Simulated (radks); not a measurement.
Question: Neutral palladium, [Kr] 4d10. Method: non-relativistic Kohn-Sham, r2SCAN, spin-polarised, spherical densities, point nucleus; meta-GGA in the generalised Kohn-Sham scheme; computed with a radial shooting solver on a logarithmic mesh with Libxc functionals. Every spin shell is full or empty, so the densities are truly spherical. Functionals are evaluated on that one density, not self-consistently. Rank these orbital-free kinetic functionals by their error against the exact value of the orbitals, and give that value: Thomas-Fermi, TF + vW/5, LC94, APBEK, Perdew 92, Thakkar, Pearson, PG1, DePristo-Kress, Ernzerhof.

Answer: Exact: 4938.13 hartree. From best to worst, with 100 (|E| - |E exact|)/|E exact| (equal figures are ties): DePristo-Kress -0.07, LC94 +0.08, APBEK +0.14, Ernzerhof -0.37, Thakkar -0.53, Perdew 92 -0.66, Pearson -0.93, TF + vW/5 +3.13, Thomas-Fermi -5.41, PG1 +15.61.
